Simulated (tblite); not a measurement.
C3H11NSi3.
Geometry (GFN2-xTB, Å), atoms numbered from 1 in this order:
```xyz
18
C3H11NSi3 angstrom
N     -3.3796   -1.5394    0.8676
C     -2.2628   -1.5225    0.6137
C     -0.8851   -1.4580    0.2606
Si    -0.6173   -0.0930   -1.0816
Si    -1.3119    1.9741   -0.2965
C      1.2354   -0.1666   -1.5430
Si     2.5030    0.0017   -0.1340
H     -0.3019   -1.2304    1.1540
H     -0.5717   -2.4348   -0.1107
H     -1.3738   -0.5802   -2.2557
H     -1.7616    2.8317   -1.3963
H     -2.4112    1.8710    0.6619
H     -0.2225    2.6971    0.3711
H      1.4380   -1.0957   -2.0777
H      1.4197    0.6322   -2.2618
H      2.4213   -1.1679    0.7468
H      2.2205    1.2138    0.6377
H      3.8528    0.0733   -0.6972
```

Level: GFN2-xTB in tblite, geometry and Hessian alike; calculated harmonic values, unscaled, isolated species. The method is semi-empirical: single wavenumbers can be off by several per cent or more. Modes of hydrogen on silicon can be 10 to 20 % off. One conformer, not necessarily the lowest. The optimisation stopped once no atom felt more than 0.01 eV/Å.

Lowest wavenumbers of the output (negative numbers stand for imaginary wavenumbers):
```
mode    cm-1
  1     -40.5
  2      37.9
  3      41.9
  4      77.6
  5      99.3
  6     119.8
  7     146.5
  8     159.3
```

Q: Is this structure a minimum?

A: Not by this Hessian. 1 mode is imaginary beyond 20i (40i cm⁻¹), so at this level the point lies at or near a first-order saddle. The curvature is small, so loose convergence or finite differences may be the whole cause.

Q: Which atoms move in the imaginary mode?

A: 40i: H13 (Si–H hydrogen) 33 %, H12 (Si–H hydrogen) 33 %, H11 (Si–H hydrogen) 32 %. These are shares of the mass-weighted motion.

Q: What is the remedy?

A: Step along that mode in both directions, optimise again with tighter thresholds and repeat the frequencies. The zero-point energy of this point (74.2 kcal/mol) counts the 47 real modes alone, and thermal corrections from it aren't those of a minimum.
